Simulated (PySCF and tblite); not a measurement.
C3H5F2GeN, numbered as in [N:1]#[C:2][C:3]([F:4])([F:5])[CH2:6][GeH3:7]. The ensemble was built from 60 distance-geometry starts (ETKDG and KDG, UFF, GFN2-xTB) and rests on GFN2-xTB geometries. Weights use PBE0-D3(BJ)/pcSseg-1 energies plus GFN2-xTB zero-point and thermal terms (modes under about 100 cm⁻¹ blended into free rotors). Symmetry numbers and mirror images are counted. Conformers within 3 kcal/mol (GFN2-xTB free energy) were kept, 9 at most. GIAO shieldings: PBE0/pcSseg-1. Shifts are against TMS (¹H), TMS (¹³C), CFCl3 (¹⁹F), NH3 (¹⁵N) at the same level. Run with PySCF (density fitting) and tblite.

Torsions listed: F4–C3–C6–Ge7. Of a mirror pair one member is shown.

```
conformer  shape  point group  mirror pair  ΔE(DFT)  Δ(G−E) at 298.15 K  δ C3 (ppm)
        1    57°           Cs           no     0.00                0.00       115.5
        2   158°           C1          yes     0.07                0.51       117.8
```

Energies in kcal/mol; the thermal term leaves out symmetry numbers and mirror images.

Problem. Work out the weights at 298.15 K and the ¹³C shift of C3 under fast exchange.

Solution. RT = 0.592 kcal/mol. Each conformer gets RT ln(σ/g), with σ the rotational symmetry number and g = 2 for a mirror pair: 1: σ = 1, g = 1, G = 0.00 + 0.00 + 0.00 = 0.00, 0.00 above the lowest, exp(−ΔG/RT) = 1.000; 2: σ = 1, g = 2, G = 0.07 + 0.51 − 0.41 = 0.17, 0.17 above the lowest, exp(−ΔG/RT) = 0.756. The sum is 1.756, so the weights are 56.9, 43.1 %. The averaged shift is 116.5 ppm. At 298.15 K the leading conformer alone gives 115.5 ppm and bare DFT energies give 116.6 ppm.

Spin–orbit effects of the heavy atoms on shieldings are missing.


¹⁵N shifts are against a computed isolated NH3 molecule, about 20 ppm from the liquid.

Conformer gaps in pcSseg-1 on xTB geometries can be 2 kcal/mol off for S=O, P=O and other polar bonds.